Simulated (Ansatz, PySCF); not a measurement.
Conformers of C3H8S (SMILES CCSC), B3LYP-D3(BJ)/def2-TZVP minima from an xTB search, which can miss the lowest.
Conformer 1 (charge 0, multiplicity 1):
| atom | x (Å) | y (Å) | z (Å) |
|---|---|---|---|
| C | -1.5036 | 0.2735 | -0.0399 |
| C | -0.5851 | -0.9381 | -0.1166 |
| S | 0.7821 | -0.7870 | -1.3098 |
| C | 1.7891 | 0.4846 | -0.5010 |
| H | -0.9681 | 1.1598 | 0.3028 |
| H | -2.3197 | 0.0892 | 0.6635 |
| H | -1.9335 | 0.4961 | -1.0170 |
| H | -1.1380 | -1.8181 | -0.4496 |
| H | -0.1633 | -1.1754 | 0.8628 |
| H | 1.2760 | 1.4444 | -0.4592 |
| H | 2.6912 | 0.5982 | -1.1004 |
| H | 2.0728 | 0.1728 | 0.5050 |

Cores are frozen in the correlated methods. CBS(a, b) extrapolates the correlation energy as X⁻³ and adds the Hartree–Fock energy of set b. MP2 and its Hartree–Fock in cc-pV(Q+d)Z are density fitted. Rows in 6-31G* carry no dispersion term and start afresh at each structure (6-31G* with six Cartesian d functions).

Run with Ansatz (Gaussian orbitals); PySCF for 6-31G* rows. Values without a source in brackets are computed.

Electronic energies of 2 conformers above conformer 1 (kcal/mol):

```json
[
 {"level": "PBE/def2-TZVPP", "conformer 1": "0.00", "conformer 2": "0.01"},
 {"level": "B3LYP/6-31G*", "conformer 1": "0.00", "conformer 2": "-0.12"},
 {"level": "wB97M-V/def2-TZVPP", "conformer 1": "0.00", "conformer 2": "0.10"},
 {"level": "MP2/CBS(cc-pV(T+d)Z, cc-pV(Q+d)Z) + ΔCCSD(T)/cc-pV(T+d)Z", "conformer 1": "0.00", "conformer 2": "0.06"}
]
```

Question: Give Boltzmann populations at 298.15 K for each level, counting each conformer once and leaving out zero-point, thermal and symmetry terms.

Answer: 
Weights exp(−E/RT) with RT = 0.5925 kcal/mol, divided by their sum:
- PBE/def2-TZVPP: 50 %, 50 %
- B3LYP/6-31G*: 45 %, 55 %
- wB97M-V/def2-TZVPP: 54 %, 46 %
- MP2/CBS(cc-pV(T+d)Z, cc-pV(Q+d)Z) + ΔCCSD(T)/cc-pV(T+d)Z: 52 %, 48 %
The share of conformer 1 runs from 45 to 54 % over these levels.

Ansatz is a program for electronic structure.
